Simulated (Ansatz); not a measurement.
CH$_{4}$F$_{2}$OSi$_{2}$, SMILES `O=C[Si](F)(F)[SiH3]` at its PBE0-D4/def2-TZVP geometry, where that method's forces vanish. Total charge 0; spin multiplicity 1.

```xyz
10

O     0.6330    1.9806   -0.9583
C     0.2100    1.0424   -1.5901
Si   -0.2852   -0.5437   -0.6307
F     0.5484   -1.7580   -1.2401
F    -1.8165   -0.8449   -0.9545
Si    0.0915   -0.2842    1.6646
H     0.1178    1.1174   -2.6981
H     1.5329   -0.0119    1.8876
H    -0.7345    0.8426    2.1638
H    -0.2974   -1.5404    2.3559
```

Q: What forces (eV/Å) does r2SCAN-D4/def2-TZVPP give on these atoms in the Gaussian-basis code of Ansatz? (Estimate.)

A: Ansatz gave: 
```
O1   0.172  0.389  0.229
C2  -0.144 -0.345 -0.130
Si3  0.018  0.030  0.047
F4   0.042 -0.068 -0.024
F5  -0.080 -0.021 -0.009
Si6 -0.002  0.002 -0.018
H7  -0.008  0.010 -0.098
H8  -0.024 -0.002  0.008
H9   0.018 -0.018  0.003
H10  0.008  0.023 -0.006
```
